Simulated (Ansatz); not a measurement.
`[Cl][InH][Cl]` + H₂Se → `[Cl][InH][SeH]` + HCl at 400 K and 1 bar (ligand exchange at the In–Cl bond).

Program: Ansatz. Geometries: PBE0-D4/def2-TZVP. ΔE: electronic, gas phase. CBS: MP2 limit from def2 TZ/QZ plus the TZ coupled-cluster correction, frozen cores. This one scheme is used for every species. Elements past krypton have def2 core potentials. For In, Se outer-core shells are correlated without core-valence functions, which leaves a few kJ/mol of doubt a bond. Scalar relativity is left out up to krypton. One conformer a species, not always the lowest.

```csv
species,CCSD(T)/CBS energy (Eh),H − E (kJ/mol),S (J/(mol·K))
`[Cl][InH][Cl]`,-1110.06218,43.6,333.4
H₂Se,-2401.89790,49.4,229.5
`[Cl][InH][SeH]`,-3051.57859,65.8,365.6
HCl,-460.38127,29.6,195.4
```

H − E and S are ideal-gas, rigid-rotor, harmonic terms from PBE0-D4/def2-TZVP, for one conformer and one mirror image of each species. 1 Eh = 2625.50 kJ/mol, R = 8.31446 J/(mol·K).

Problem. By hand: ΔE, ΔH, ΔS and ΔG.

Solution. ΔE = (-3051.57859) + (-460.38127) − (-1110.06218) − (-2401.89790) = 0.00022 Eh = 0.6 kJ/mol. Δ(H − E) = 65.8 + 29.6 − 43.6 − 49.4 = 2.4, so ΔH = 3.0 kJ/mol. ΔS = 365.6 + 195.4 − 333.4 − 229.5 = -1.9 J/(mol·K). ΔG = 3.0 − 400 × (-1.9)/1000 = 3.8 kJ/mol.

Problem. By hand: the equilibrium constant, and the temperature at which ΔG would vanish if ΔH and ΔS stayed fixed.

Solution. log₁₀ K = −ΔG/(RT ln 10) = -0.5. ΔH and −TΔS have one sign here, so there is no such temperature.

The number of gas molecules stays the same, so ΔS is small and ΔH decides. The sign of ΔG lies within the doubt. A doubt of 5 kJ/mol in ΔE shifts log₁₀ K by 0.7 here. Other conformers and mirror images would add mixing entropy, several J/(mol·K) or more a flexible species. These are equilibria of isolated gas molecules and say nothing of rates. Largest T1 diagnostic: 0.013 (customary marks: 0.02 for closed shells, 0.045 for open ones).

ΔS is within the doubt of such terms, so its sign, and with it that verdict, could turn.
